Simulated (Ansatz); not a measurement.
`[CH3][In]([CH3])[F]` + `C[N](C)[GeH]` → `[CH3][InH][CH3]` + `C[N](C)[Ge][F]`  (redistribution)

Computed with Ansatz on PBE0-D4/def2-TZVP structures; ΔE is electronic, products minus reactants. CCSD(T)/CBS is the MP2 limit (def2-TZVPP, def2-QZVPP) plus CCSD(T) − MP2 in def2-TZVPP, frozen cores. Functionals use def2-TZVPP. Elements past krypton have def2 core potentials. For Ge, In outer-core shells are correlated without core-valence functions, which leaves a few kJ/mol of doubt a bond. Scalar relativity is left out up to krypton. Each species was taken in one conformer, which may not be the lowest.

| level | ΔE (eV) |
| --- | --- |
| CAM-B3LYP | -0.37 |
| MP2/CBS(def2) | -0.27 |

Q: What does CCSD(T)/CBS give? (An estimate is asked.)

A: Computed: -0.26 eV. The listed levels differ from it by -0.11, -0.01 eV.

Largest T1 diagnostic among the species: 0.016.

In def2-TZVPP, CCSD(T) changes the Hartree–Fock value by +0.06 eV (the triples alone add +0.01 eV) and MP2 by +0.05 eV. Leaving LDA and LC-ωPBE aside and taking each functional with its dispersion term where it has one, the values, not all of them listed here, spread over 0.10 eV, from ωB97M-V to revPBE-D4. LDA lies −0.09 eV from PBE without D4. From PBE to PBE0 (25 % exact exchange), in def2-TZVPP and without D4, ΔE moves by −0.04 eV.
